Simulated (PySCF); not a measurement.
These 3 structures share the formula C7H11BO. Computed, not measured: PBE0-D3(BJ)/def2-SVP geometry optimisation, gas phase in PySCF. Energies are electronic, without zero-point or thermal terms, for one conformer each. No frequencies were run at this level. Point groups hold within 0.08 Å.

Problem. Order them by energy at this level, lowest first, and give relative energies in kcal/mol.
A. `[CH2:1]=[C:2]([C:3]#[C:4][CH3:5])[CH2:6][BH:7][O:8][CH3:9]` with C1–C2–C6–B7 106°, C2–C6–B7–O8 -132°, C6–B7–O8–C9 180°
B. `[CH:1]#[C:2][C@@H:3]1[BH:4][CH2:5][CH2:6][C@@H:7]1[O:8][CH3:9]` with C6–C7–O8–C9 176°, C2–C3–B4–C5 -102°, C3–B4–C5–C6 9°, B4–C5–C6–C7 -28°, C5–C6–C7–O8 162°
C. `[CH:1]#[C:2][C@@H:3]1[BH:4][CH2:5][CH2:6][C@H:7]1[O:8][CH3:9]` with C6–C7–O8–C9 -77°, C2–C3–B4–C5 -146°, C3–B4–C5–C6 -11°, B4–C5–C6–C7 30°, C5–C6–C7–O8 -159°

Solution. A (0.0), B (27.9), C (29.0).

As drawn, the lowest has a B–O bond and a C=C bond outside aromatic rings, which the highest lacks. Neighbours under 2.5 kcal/mol apart (C#C[C@@H]1BCC[C@@H]1OC and C#C[C@@H]1BCC[C@H]1OC) can change places with a better method, another conformer or zero-point energy. C#C[C@@H]1BCC[C@@H]1OC and C#C[C@@H]1BCC[C@H]1OC are stereoisomers, 1.1 kcal/mol apart in the conformers taken.

```csv
SMILES,E (Eh),E rel (kcal/mol),dipole (D),point group,"A, B, C (MHz)"
C=C(C#CC)CBOC,-372.68835,0.0,1.75,C1,"2407, 708.3, 583.3"
C#C[C@@H]1BCC[C@@H]1OC,-372.64388,27.9,0.86,C1,"2196, 1527, 1115"
C#C[C@@H]1BCC[C@H]1OC,-372.64213,29.0,2.07,C1,"1856, 1563, 900.3"
```

Problem. How do the relative energies change in single points at PBE0/pcSseg-1 (no added dispersion term) on the same geometries?

Solution. 
| SMILES | PBE0-D3(BJ)/def2-SVP (kcal/mol) | PBE0/pcSseg-1 (kcal/mol) | shift |
| --- | --- | --- | --- |
| C=C(C#CC)CBOC | 0.0 | 0.0 | 0.0 |
| C#C[C@@H]1BCC[C@@H]1OC | 27.9 | 30.6 | +2.7 |
| C#C[C@@H]1BCC[C@H]1OC | 29.0 | 30.7 | +1.7 |

Each column counts from its own lowest isomer. The order is unchanged; the largest shift is 2.7 kcal/mol.
